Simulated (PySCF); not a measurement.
PySCF 2.14 output of an unrestricted BP86 calculation on a single atom or ion in def2-TZVPPD, with the non-relativistic Hamiltonian (point nucleus):

```
SCF conv_tol = 1e-09
number electrons alpha = 16  beta = 14
    A. D. Becke.,  Phys. Rev. A 38, 3098 (1988)
    J. P. Perdew.,  Phys. Rev. B 33, 8822 (1986)
cycle= 1 E= -1779.21466198417  delta_E= -0.0167  |g|= 0.215  |ddm|= 0.315
cycle= 2 E= -1779.20315523363  delta_E= 0.0115  |g|= 0.369  |ddm|= 0.163
cycle= 3 E= -1779.22073911483  delta_E= -0.0176  |g|= 0.00332  |ddm|= 0.108
cycle= 4 E= -1779.22074050036  delta_E= -1.39e-06  |g|= 0.000486  |ddm|= 0.00238
cycle= 5 E= -1779.22074054433  delta_E= -4.4e-08  |g|= 9.89e-05  |ddm|= 0.000395
cycle= 6 E= -1779.22074054628  delta_E= -1.94e-09  |g|= 8.85e-06  |ddm|= 0.000114
cycle= 7 E= -1779.2207405463  delta_E= -2.66e-11  |g|= 2.56e-07  |ddm|= 1.77e-05
converged SCF energy = -1779.2207405463  <S^2> = 2.0027408  2S+1 = 3.0018266
```

The run itself started from symmetry-adapted Hartree-Fock orbitals and held the occupation by maximum overlap, on a logarithmic radial grid, so the iterations belong to that start.

Q: Which element, charge and spin multiplicity is this?

A: Zn (zinc, neutral), multiplicity 3; the state was [Ar] 3d9 4s2 4p1, one real determinant (an excited configuration).

⟨L²⟩ = 8.01 against 12 for a pure F term, so this real determinant mixes terms.
